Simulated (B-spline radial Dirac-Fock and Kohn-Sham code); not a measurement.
**K emission of Tb⁵⁺**

System: the Tb⁵⁺ ion in the configuration [Kr] 4d10 4f7 5s2 5p5.

These are calculated numbers from a radial atomic solver; the model is independent-particle rates on relativistic LDA orbitals of the hole state (multipoles up to L = 3, Coulomb Auger matrix elements, transition energies from Dirac-Fock).

| line | multipole | energy (eV) | width (meV) | share (%) |
| --- | --- | --- | --- | --- |
| Kα2 | E1 | 43740.8 | 6270 | 28.8 |
| Kα1 | E1 | 44478.6 | 11200 | 51.7 |
| Kβ3 | E1 | 50223.7 | 1130 | 5.22 |
| Kβ1 | E1 | 50378.4 | 2200 | 10.1 |
| Kβ5'' | E2 | 50717.8 | 18.4 | 0.0844 |
| Kβ5' | E2 | 50750.6 | 24.1 | 0.111 |
| Kβ2'' | E1 | 51668.0 | 253 | 1.16 |
| Kβ2' | E1 | – | 494 | 2.27 |
| K-N4 | E2 | 51835.2 | 4.25 | 0.0195 |
| K-N5 | E2 | 51841.4 | 5.57 | 0.0256 |
| K-O2 | E1 | 51979.9 | 36.9 | 0.170 |
| K-O3 | E1 | 51985.7 | 72.2 | 0.332 |

The listed lines hold 100.0 % of the radiative rate. A dash stands for an energy that rests on an unreliable hole state. The radiative width is 21.8 eV in the length form and 22.2 eV in the velocity form; the two differ because the transition energies are not eigenvalue differences of the potential that gave the orbitals. Kα2/Kα1 is 0.558 and Kβ/Kα is 0.243.
